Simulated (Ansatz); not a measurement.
Start from `O[Si](O)(Cl)C[SiH2]Cl` and change one atom or group to get `O[Si](O)(Cl)[SiH](F)Cl`.

Ansatz, PBE0-D4/def2-TZVP geometries, multiplicity 1. Each molecule was computed in one conformer, which needn't be the lowest.

| property | `O[Si](O)(Cl)C[SiH2]Cl` |
| --- | --- |
| LUMO energy (B3LYP/def2-TZVPP) / eV | -0.10 |
| LUMO energy (PBE0/def2-TZVPP) / eV | 0.11 |
| HOMO–LUMO gap (PBE/def2-TZVPP) / eV | 6.69 |
| HOMO energy (PBE/def2-TZVPP) / eV | -7.48 |
| HOMO–LUMO gap (ωB97M-V/def2-TZVPP) / eV | 13.06 |
| HOMO–LUMO gap (PBE0/def2-TZVPP) / eV | 9.07 |

**Question.** Give the same properties after the change, and the shifts. (Estimate.)

**Answer.** Ansatz gave: 
```csv
property,`O[Si](O)(Cl)[SiH](F)Cl`,shift
LUMO energy (B3LYP/def2-TZVPP) / eV,-0.85,-0.75
LUMO energy (PBE0/def2-TZVPP) / eV,-0.68,-0.79
HOMO–LUMO gap (PBE/def2-TZVPP) / eV,5.48,-1.21
HOMO energy (PBE/def2-TZVPP) / eV,-7.02,0.46
HOMO–LUMO gap (ωB97M-V/def2-TZVPP) / eV,11.51,-1.55
HOMO–LUMO gap (PBE0/def2-TZVPP) / eV,7.63,-1.44
```

With PBE0 the HOMO rises by 0.65 eV and the LUMO falls by 0.79 eV, so the gap narrows by about 1.44 eV. PBE moves the HOMO by 0.46 eV and ωB97M-V by 0.81 eV.

B3LYP here is the variant with VWN-RPA as its local correlation; programs differ in this.
